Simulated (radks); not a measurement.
Problem. Tl6+, 75 electrons, occupied as [Xe] 4f14 5d7. Calculated with a radial shooting solver on a logarithmic mesh with Libxc functionals: scalar-relativistic Kohn-Sham, r2SCAN, spin-polarised, spherical densities, finite nucleus; open shells are filled with parallel spins first (spin-orbit coupling, left out, can overturn this in heavy ions); meta-GGA in the generalised Kohn-Sham scheme; Fermi nuclear charge, rms radius 5.4759 fm. Some entries of the table are withheld. Estimate them.

orbital  occ.  eigenvalue (eV)  r(max) (bohr)  <r^2> (bohr^2)
1s down     1        -85771.94        0.01003       0.0003690
1s up       1        -85771.92        0.01003       0.0003690
2s up       1        -15371.68        0.05812        0.005605
2s down     1        -15371.17        0.05812        0.005605
2p up       3        -13233.34        0.04832        0.004756
2p down     3        -13232.93        0.04832        0.004756
3s up       1        -3744.964         0.1638         0.03602
3s down     1        -3744.883         0.1638         0.03601
3p up       3        -3126.845         0.1637         0.03724
3p down     3        -3126.723         0.1637         0.03723
3d up       5        -2484.464         0.1335         0.03089
3d down     5        -2484.149         0.1335         0.03089
4s up       1        -908.1651         0.3688          0.1728
4s down     1        -907.7596         0.3689          0.1729
4p up       3        -704.6038         0.3887          0.1976
4p down     3        -704.2579         0.3888          0.1976
4d up       5        -464.6040         0.3953          0.2229
4d down     5        -464.1840         0.3954          0.2227
5s up       1              (1)         0.8081          0.8526
5s down     1              (2)         0.8051          0.8453
4f up       7        -199.4930         0.3587          0.2616
4f down     7        -198.9235         0.3588          0.2600
5p up       3        -160.4574         0.8998             (3)
5p down     3        -157.3792         0.8960             (4)
5d up       5         -94.1879            (5)           1.690
5d down     2         -90.7841            (6)           1.702

Solution. 
(1) 5s up eigenvalue (eV): -216.9096
(2) 5s down eigenvalue (eV): -214.3602
(3) 5p up <r^2> (bohr^2): 1.094
(4) 5p down <r^2> (bohr^2): 1.086
(5) 5d up r(max) (bohr): 1.072
(6) 5d down r(max) (bohr): 1.067
